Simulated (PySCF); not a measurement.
## Sn²⁴⁺: ionisation energy

Sn²⁴⁺ [Ar] 3d8 [3d3/2^4 3d5/2^4, M_J = 4] → Sn²⁵⁺ [Ar] 3d7 [3d3/2^4 3d5/2^3, M_J = 9/2], as a difference of total energies. Calculation: PySCF 2.14, in an uncontracted even-tempered set (17 s from 3.2 bohr⁻², ratio 2.8; 12 p from 4.2 bohr⁻², ratio 2.8; 8 d from 4.2 bohr⁻², ratio 2.8; 3 f from 17 bohr⁻², ratio 3); the two-component X2C-1e Hamiltonian. Correlated levels: [Ne] frozen; the 76 highest virtual spinors dropped. "Screened" scales the spin-orbit matrix elements by Boettger's factors to mimic the two-electron term; Breit and QED terms are absent.

```
                    method  ionisation energy (eV)
           GHF (spin-free)                  1272.1
          GMP2 (spin-free)                  1273.4
 GHF (screened spin-orbit)                  1269.9
GMP2 (screened spin-orbit)                  1271.1
```

Breit and QED terms and the two-electron picture change are absent.

The spin-free rows relax to the high-spin LS determinant and lack the spin-orbit shift.

The labels give the starting determinants; with spin-orbit coupling the two ends relaxed to ⟨J²⟩ = 20.00, ⟨L²⟩ = 12.38, ⟨S²⟩ = 1.92 and ⟨J²⟩ = 24.75, ⟨L²⟩ = 13.61, ⟨S²⟩ = 3.20.

For comparison: 1269 ± 4 eV (theoretical estimate listed by NIST; NIST Atomic Spectra Database, ionization energies).
